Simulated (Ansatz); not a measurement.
```yaml
crystal:
  periodic: [false, false, false]
  atoms:
    - {symbol: Si, position_ang: [-0.581043, -1.234982, -0.009969]}
    - {symbol: Se, position_ang: [-0.747027, 1.106116, -0.026803]}
    - {symbol: Se, position_ang: [1.328070, 0.128866, 0.036772]}
basis:
  gaussian: {orbitals: 6-31G, point_charges: [{charge: 0.50, position_ang: [6.176, 0.832, 0.367]}]}
total_charge: 2
hamiltonian: {xc: {name: wB97X-V}}
scf: {omitted_lower_state_checks: [starts]}
output: {forces: true}
```

```sh
$ ansatz run in.yaml --threads 4 --pin off --events-out ev --progress --plain --max-ram 3916MiB
```

Shortened log:

```
Functional definition: wB97X-V
647 factors; integrals over basis functions are off by at most 5.6e-4 eV
174 factors; integrals over basis functions are off by at most 1.0e-5 eV
mean field evaluation 1: about -138514.5513 eV, gradient 1.7e1 eV
mean field evaluation 2: about -138514.8674 eV, gradient 1.6e1 eV
mean field evaluation 4: about -138515.3815 eV, gradient 1.4e0 eV
mean field evaluation 8: about -138515.3946 eV, gradient 2.0e-2 eV
mean field evaluation 16: about -138515.3946 eV, gradient 1.1e-4 eV
mean field -138515.39459272 eV, -5090.3468621758 hartree, gradient 5.2e-5 eV, S^2 0.000000; 0 other end points of the search recorded, 0 dependent functions left out
reference -138515.39459114 eV, -5090.3468621179 hartree; 40, 40 occupied and 31, 31 virtual orbitals, 647 factors
Total energy: -138515.39459114 eV, -5090.3468621179 hartree
Atom 0 at    -0.581043    -1.234982    -0.009969 Å, force    -1.948358    -4.084217    -0.037972 eV/Å
Atom 1 at    -0.747027     1.106116    -0.026803 Å, force     0.325301     2.342680    -0.005358 eV/Å
Atom 2 at     1.328070     0.128866     0.036772 Å, force     1.261708     1.681037     0.021445 eV/Å
Dipole moment:    -0.545226    -0.845557    -0.012762 e Å
Checks for a lower state left out: starts
```

Hardware: 4 threads of Arm Neoverse V2 on a shared host. Wall time 2.7 s.

The 6-31G sets use Cartesian d functions.

The dipole of an ion depends on the origin.
